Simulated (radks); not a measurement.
Question: Species: C. Configuration: [He] 2s1.5 2p2.5 (fractional occupations, a model configuration). All-electron calculation, scalar-relativistic Kohn-Sham, BLYP, spin-unpolarised, spherical densities, point nucleus. Program: a radial shooting solver on a logarithmic mesh with Libxc functionals. Some entries of the table are withheld. Estimate them.

orbital,occ.,eigenvalue (hartree),<r> (bohr),r(max) (bohr)
1s,2,-10.08394,(1),(2)
2s,1.5,(3),(4),1.205
2p,2.5,-0.20019,(5),(6)

Answer: 
(1) 1s <r> (bohr): 0.2706
(2) 1s r(max) (bohr): 0.1738
(3) 2s eigenvalue (hartree): -0.50850
(4) 2s <r> (bohr): 1.569
(5) 2p <r> (bohr): 1.789
(6) 2p r(max) (bohr): 1.183
